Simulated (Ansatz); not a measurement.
`[OH][Ga]([SH])[SiH2]F` → `[OH][GaH][SH]` + `F[SiH]`  (silylene formation by 1,1-elimination)

Program: Ansatz. Geometries: PBE0-D4/def2-TZVP. ΔE: electronic, gas phase. CBS: MP2 limit from def2 TZ/QZ plus the TZ coupled-cluster correction, frozen cores. This one scheme is used for every species. DFT in def2-TZVPP. For Ga outer-core shells are correlated without core-valence functions, which leaves a few kJ/mol of doubt a bond. Scalar relativity is left out up to krypton. Each species was taken in one conformer, which may not be the lowest.

| level | ΔE (kcal/mol) | difference from CCSD(T)/CBS |
| --- | --- | --- |
| LDA (SPW92) | 55.6 | 5.4 |
| PBE-D4 | 51.7 | 1.5 |
| BLYP-D4 | 47.1 | -3.1 |
| r2SCAN-D4 | 54.7 | 4.5 |
| B97M-V | 48.4 | -1.8 |
| r2SCAN0-D4 | 55.3 | 5.1 |
| ωB97M-V | 47.3 | -2.9 |
| B2PLYP | 48.5 | -1.7 |
| BLYP | 43.5 | -6.7 |
| r2SCAN | 54.2 | 4.0 |
| CAM-B3LYP | 48.1 | -2.1 |
| HF/def2-SVP | 45.7 | -4.5 |
| CCSD/def2-TZVPP | 48.0 | -2.2 |
| MP2/def2-QZVPP | 52.6 | 2.4 |
| SCS-MP2/def2-QZVPP | 50.2 | 0.0 |
| HF/CBS(def2) | 46.0 | -4.2 |
| CCSD(T)/CBS | 50.2 | 0 |

Largest T1 diagnostic among the species: 0.015.

Leaving LDA and LC-ωPBE aside and taking each functional with its dispersion term where it has one, the values spread over 8.1 kcal/mol, from BLYP-D4 to r2SCAN0-D4. LDA lies +5.8 kcal/mol from PBE without D4. In def2-TZVPP, CCSD(T) changes the Hartree–Fock value by +2.4 kcal/mol (the triples alone add +0.7 kcal/mol) and MP2 by +5.6 kcal/mol. From BLYP to BHLYP (50 % exact exchange), in def2-TZVPP and without D4, ΔE moves by +5.5 kcal/mol.
